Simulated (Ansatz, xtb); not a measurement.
# Relative energy of two isomers of C7H8S

We compare I, `C=C[C@@H]1C=CC=C1S`, a singlet, with II, `C=CC1=CC=C(S)C1`, a singlet. Both are isolated molecules in the gas phase, relaxed with PBE-D3(BJ)/def2-SVP; the shapes shown needn't be the lowest conformers.

I (Å):

```xyz
16

C    -0.0585   -1.2274   -2.4213
C    -0.7923   -0.2856   -1.8049
C    -0.6288    0.1310   -0.3626
C    -1.8938   -0.0247    0.4569
C    -2.2322    1.1807    0.9919
C    -1.2596    2.1992    0.5906
C    -0.3114    1.6132   -0.2048
S     1.0924    2.2858   -1.0165
H    -0.2256   -1.4828   -3.4791
H     0.7380   -1.7752   -1.8907
H    -1.5803    0.2554   -2.3574
H     0.1925   -0.4676    0.0959
H    -2.4225   -0.9802    0.5642
H    -3.0993    1.3803    1.6380
H    -1.2928    3.2569    0.8867
H     0.9487    3.5489   -0.5261
```

II (Å):

```
atom   x (Å)    y (Å)    z (Å)
   C  1.3639   2.9081  -1.5258
   C  1.0739   1.5865  -1.4208
   C  1.3364   0.7375  -0.2818
   C  1.0467  -0.6047  -0.1651
   C  1.4627  -1.1088   1.1328
   C  2.0222  -0.0793   1.8487
   C  1.9894   1.1796   1.0115
   S  2.7055  -0.0498   3.4632
   H  1.8473   3.4640  -0.7063
   H  1.1248   3.4743  -2.4378
   H  0.5887   1.0829  -2.2760
   H  0.5667  -1.2157  -0.9436
   H  1.3452  -2.1455   1.4768
   H  2.4907  -1.3660   3.7430
   H  1.4126   1.9881   1.5117
   H  3.0110   1.5851   0.8427
```

Quicker runs give these differences E(II) − E(I): GFN2-xTB −35.9 kJ/mol; HF/STO-3G −30.3 kJ/mol (at GFN2-xTB geometries); r2SCAN-D4/def2-SVP −44.0 kJ/mol (at GFN2-xTB geometries).

Question: Estimate E(II) − E(I) at the level CCSD(T)/def2-SVP + ΔMP2/def2-TZVPP.

Answer: Calculated at CCSD(T)/def2-SVP + ΔMP2/def2-TZVPP: E(II) − E(I) = −26.0 kJ/mol, so structure II lies lower.

How the difference moves with the method:

| level | geometry | E(II) − E(I) (kJ/mol) | departure from the last row (kJ/mol) | job, with rough time for the two |
| --- | --- | --- | --- | --- |
| GFN2-xTB | GFN2-xTB | −35.9 | −9.8 | optimisation, 0.73 s |
| HF/STO-3G | GFN2-xTB | −30.3 | −4.2 | single point, 2.8 s |
| r2SCAN-D4/def2-SVP | GFN2-xTB | −44.0 | −18.0 | single point, 18 s |
| PBE-D3(BJ)/def2-SVP | PBE-D3(BJ)/def2-SVP | −42.9 | −16.9 | optimisation, 1.7 min |
| HF/def2-SVP | PBE-D3(BJ)/def2-SVP | −28.4 | −2.4 | part of the CCSD(T) run |
| MP2/def2-SVP | PBE-D3(BJ)/def2-SVP | −26.9 | −0.9 | part of the CCSD(T) run |
| CCSD(T)/def2-SVP | PBE-D3(BJ)/def2-SVP | −25.2 | +0.8 | single point |
| CCSD(T)/def2-SVP + ΔMP2/def2-TZVPP | PBE-D3(BJ)/def2-SVP | −26.0 |  | single point, 7 min |

As drawn, both hold the same kinds of bond in the same numbers.

None of the levels shown reverses the order. The largest departure from CCSD(T)/def2-SVP + ΔMP2/def2-TZVPP is that of r2SCAN-D4/def2-SVP, 18.0 kJ/mol. The last row adds to CCSD(T) the change of the MP2 difference between the two basis sets, here −0.8 kJ/mol.

With thermal terms from frequencies at re-optimised GFN2-xTB minima (ideal gas, soft modes damped towards free rotors, one conformer each, 298.15 K, 1 atm): the zero-point term adds −0.1 kJ/mol; ΔH is −26.3 and ΔG −25.0 kJ/mol.

The correlated steps freeze 12 core orbitals. Mirror images aren't counted in ΔG. Programs: Ansatz 0.2.0, xtb 6.7.1; the last row on 2 threads of Intel(R) Xeon(R) Processor @ 2.50GHz (Skylake/Cascade Lake) on a shared host.
